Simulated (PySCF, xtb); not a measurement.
C2Ni, SMILES [C]1[C][Ni]1 (connectivity only; charge and spin as stated), neutral, multiplicity 3.

Harmonic wavenumbers (cm⁻¹) from GFN2-xTB (xtb 6.7.1) at its own minimum, in rising order: 479, 492, 1668.

Question: What does PBE-D3(BJ)/def2-TZVP (PySCF) give at its own minimum? (The exact figures need the calculation; the answer reports its results.)

Answer: 439, 564, 1513. Paired by order, the mean absolute difference is 89 cm⁻¹ and the zero-point energies are 3.8 and 3.6 kcal/mol.
